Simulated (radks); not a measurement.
Values are calculated unless marked as measured or tabulated.
Species: Pd II. Configuration: [Kr] 4d8.5 5s0.5 (fractional occupations, a model configuration). Level of theory: scalar-relativistic Kohn-Sham, LDA (Slater exchange, Perdew-Wang correlation), spin-polarised, spherical densities, finite nucleus; open shells are filled with parallel spins first (spin-orbit coupling, left out, can overturn this in heavy ions); Fermi nuclear charge, rms radius 4.5318 fm (a radial shooting solver on a logarithmic mesh with Libxc functionals).

Normalised radial functions P(r) = r R(r), r in bohr:

```
   r/bohr * 4s up, o 4d down, + 5s down (the largest magnitude, 1.17, reaches the edge; | marks zero, & curves that meet)
 0.005294                             o+  *
 0.007061                             o+   *
 0.009417                             o +  *
  0.01256                             o +   *
  0.01675                             o +   *
  0.02234                             o +  *
   0.0298                             o+ *
  0.03943                             &o
  0.05259                         *  +|o
  0.07014                     *    +  | o
  0.09355                   *      +  |   o
   0.1248                      *    + |     o
   0.1664                             +*       o
    0.222                             |  +      o*
   0.2961                             |    +   o     *
   0.3917                             | + o   *
   0.5225                    *   o +  |
   0.6968     *         o      +      |
   0.9294  *      o              +    |
     1.24         o*                  | +
    1.653             o       *       |          +
    2.205                   o       * |              +
    2.941                       o     *             +
    3.891                           o *         +
     5.19                            o*   +
    6.923                             &+
    9.233                             &
```

4s up: eigenvalue -99.290 eV, 3 radial nodes at r = 0.0401, 0.161, 0.452 bohr, <r> = 0.943 bohr, 90 % of the charge inside 1.37 bohr. 4d down: eigenvalue -15.923 eV, 1 radial node at r = 0.446 bohr, <r> = 1.44 bohr, 90 % of the charge inside 2.31 bohr. 5s down (empty): eigenvalue -11.660 eV, 4 radial nodes at r = 0.0401, 0.160, 0.438, 1.14 bohr, <r> = 2.83 bohr, 90 % of the charge inside 4.18 bohr.
